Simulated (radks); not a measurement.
Task: Coulomb parameter of the 4f shell of the neodymium ion Nd2+ in the model configuration [Xe] 4f3 6p1, as a second difference U = [E(n + 0.5) + E(n - 0.5) - 2 E(n)] / (0.5)^2 with all orbitals relaxed. "Bare": the charge of the atom changes with n. "Screened": the 6p shell takes up the change at fixed total charge, which measures U(4f,4f) + U(6p,6p) - 2 U(4f,6p). Method: scalar-relativistic Kohn-Sham, LDA (Slater exchange, Perdew-Wang correlation), spin-unpolarised, spherical densities, finite nucleus; Fermi nuclear charge, rms radius 4.9123 fm; computed with a radial shooting solver on a logarithmic mesh with Libxc functionals. Estimate both.

Result: U(bare) = 16.631 eV, U(screened by 6p) = 8.040 eV, against the Slater integral F0(4f,4f) = 25.931 eV with frozen orbitals.
